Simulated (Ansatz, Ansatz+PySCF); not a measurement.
```xyz
4

N     0.0000    0.0000   -0.2879
H     0.0000    0.0000    2.0151
O    30.0000    0.0000   -0.8912
O    30.0000    0.0000    0.8912
```

Basis set: 6-31G (spherical functions). Correlated methods keep 3 orbitals frozen. Charge 0, multiplicity 5.

Computed with Ansatz (development build ahead of 0.2.0); each method stands on the lowest determinant of its kind that the runs found.

**Question.** Give the atomization energy at this shape (free ground-state atoms in the same class of orbitals less the molecule, no zero-point energy) of quintet HNO2 by UHF-CCSD(T), UHF-MP2, UHF.

**Answer.**

| method | atomization energy |
| --- | --- |
| UHF-CCSD(T) | 0.44 eV |
| UHF-MP2 | -0.38 eV |
| UHF | -0.74 eV |

Caution: the shape is not the minimum; the unrestricted determinant is a mixture of spin states. Caution for UHF-CCSD(T), UHF-MP2: a plain start can end on a higher determinant; large amplitudes, a single reference is doubtful. Caution for UHF-CCSD(T): another reference gives a lower total; the program doubts this total; the program finds a lower state of this spin. Caution for UHF-MP2: forces differ strongly between restricted and unrestricted references.

This basis has no polarisation functions and is too small for such energies, which can lie far from measured ones in either direction.
